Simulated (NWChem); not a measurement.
Molecule: CH4BeO; SMILES [BeH][O]C

```xyz
7

Be    -0.0047     1.6443    -0.0006
H     -0.0209     2.9833    -0.0018
O      0.0121     0.2413     0.0013
C     -0.0047    -1.1423    -0.0005
H      0.9284    -1.5576     0.4430
H     -0.8630    -1.5363     0.5894
H     -0.0938    -1.5434    -1.0355
```
Atoms are numbered in this order, from 1.

The geometry was optimised at PBE-D3(BJ)/def2-SVP.

Problem. List the 6 lowest vertical singlet excitations from PBE0/6-31G* (spherical d), TDA (NWChem).

Solution. 
| state | energy (eV) | oscillator strength | leading excitation (squared amplitude) |
|---|---|---|---|
| S1 | 7.64 | 0.000 | HOMO → LUMO (0.29) |
| S2 | 7.67 | 0.002 | HOMO−1 → LUMO+1 (0.49) |
| S3 | 7.67 | 0.002 | HOMO → LUMO+1 (0.49) |
| S4 | 8.39 | 0.011 | HOMO → LUMO+2 (0.43) |
| S5 | 8.39 | 0.011 | HOMO−1 → LUMO+2 (0.44) |
| S6 | 8.79 | 0.252 | HOMO−2 → LUMO (0.75) |
